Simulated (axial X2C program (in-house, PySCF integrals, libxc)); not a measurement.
## Excited states of SeN⁺ by EOM-EE-CCSD

Computed with an axial X2C code built on PySCF integrals: two-component X2C with atomic mean-field Coulomb and Gaunt terms, Gaussian nuclei, basis Se dyall-acv3z, N dyall-av3z with contracted cores.

R = 1.567 Å (near the PBE0 minimum at charge 1 of the determinant lowest at the starting distance; the state shown can have its own minimum elsewhere).

Hartree–Fock spinors of SeN⁺ (one of each Kramers pair; a window near the gap, which can cut inner shells):

```csv
ω,occupied,ε (eV),character
1/2,yes,-29.72,"37% Se s, 21% N s, 17% Se p"
1/2,yes,-22.72,"53% N p, 26% Se p, 9% N s"
3/2,yes,-21.28,"51% N p, 38% Se p, 5% N d"
1/2,yes,-21.10,"48% Se p, 41% N p, 6% N d"
3/2,no,-7.70,"40% Se p, 30% N p, 17% Se d"
1/2,no,-7.51,"38% N p, 30% Se p, 20% Se d"
1/2,no,-3.30,"42% Se p, 33% Se d, 12% N s"
1/2,no,-3.00,"65% Se s, 21% Se p, 7% N s"
1/2,no,-2.05,"79% Se p, 19% N p"
3/2,no,-2.02,"78% Se p, 19% N p"
```

Vertical excitation energies from the closed-shell determinant state of SeN⁺:

```json
{"Ω": "1", "excitation (eV)": "3.261", "cm⁻¹": "26298", "hole of the leading pair": "51% N pπ, 38% Se pπ", "particle of the leading pair": "46% N pπ, 31% Se pπ, 11% Se dπ", "weight of the pair (for Ω = 0 its time-reversed partner can hold as much again)": "0.55", "singles weight": "0.97"}
{"Ω": "0⁻", "excitation (eV)": "3.283", "cm⁻¹": "26479", "hole of the leading pair": "47% Se pπ, 41% N pπ", "particle of the leading pair": "46% N pπ, 31% Se pπ, 11% Se dπ", "weight of the pair (for Ω = 0 its time-reversed partner can hold as much again)": "0.25", "singles weight": "0.97"}
{"Ω": "0⁺", "excitation (eV)": "3.950", "cm⁻¹": "31861", "hole of the leading pair": "58% N pσ, 19% Se pσ, 14% N sσ", "particle of the leading pair": "46% N pπ, 30% Se pπ, 12% Se dπ", "weight of the pair (for Ω = 0 its time-reversed partner can hold as much again)": "0.47", "singles weight": "0.94"}
{"Ω": "0⁻", "excitation (eV)": "3.957", "cm⁻¹": "31917", "hole of the leading pair": "58% N pσ, 19% Se pσ, 14% N sσ", "particle of the leading pair": "46% N pπ, 30% Se pπ, 12% Se dπ", "weight of the pair (for Ω = 0 its time-reversed partner can hold as much again)": "0.47", "singles weight": "0.94"}
{"Ω": "1", "excitation (eV)": "4.043", "cm⁻¹": "32612", "hole of the leading pair": "56% N pσ, 19% Se pσ, 13% N sσ", "particle of the leading pair": "46% N pπ, 30% Se pπ, 12% Se dπ", "weight of the pair (for Ω = 0 its time-reversed partner can hold as much again)": "0.53", "singles weight": "0.94"}
{"Ω": "2", "excitation (eV)": "4.144", "cm⁻¹": "33426", "hole of the leading pair": "57% N pσ, 20% Se pσ, 13% N sσ", "particle of the leading pair": "40% Se pπ, 36% N pπ, 11% Se dπ", "weight of the pair (for Ω = 0 its time-reversed partner can hold as much again)": "0.92", "singles weight": "0.94"}
{"Ω": "2", "excitation (eV)": "4.427", "cm⁻¹": "35705", "hole of the leading pair": "51% N pπ, 38% Se pπ", "particle of the leading pair": "45% N pπ, 31% Se pπ, 12% Se dπ", "weight of the pair (for Ω = 0 its time-reversed partner can hold as much again)": "0.55", "singles weight": "0.97"}
{"Ω": "1", "excitation (eV)": "4.434", "cm⁻¹": "35763", "hole of the leading pair": "48% Se pπ, 41% N pπ", "particle of the leading pair": "45% N pπ, 31% Se pπ, 12% Se dπ", "weight of the pair (for Ω = 0 its time-reversed partner can hold as much again)": "0.94", "singles weight": "0.97"}
{"Ω": "3", "excitation (eV)": "4.447", "cm⁻¹": "35864", "hole of the leading pair": "51% N pπ, 38% Se pπ", "particle of the leading pair": "41% Se pπ, 36% N pπ, 11% Se dπ", "weight of the pair (for Ω = 0 its time-reversed partner can hold as much again)": "0.96", "singles weight": "0.97"}
```

This point took 24 s on 1 thread of Arm Neoverse V1, on a shared host.

Reference electrons by ω block (each with its −ω partner): 1/2: 14, 3/2: 5, 5/2: 1. 10 electrons of SeN⁺ correlated (inner shells frozen), 88 natural virtual spinors (a truncated set); levels can be off by some tenths of an eV. Roots sought by Ω: (0: 5, 1: 4, 2: 3, 3: 1); rows need 60 % singles weight and stop where some Ω has no more roots. Missing are any skipped roots, higher Ω and states of a further excitation; these come out far too high here and may in truth be low or lowest. T1 of the reference 0.029 (Lee–Taylor). Number of frozen shells: Se 3 s, 2 p, 1 d; N 1 s. Large amplitudes in the reference (orbital relaxation or multireference character) lower the reliability.
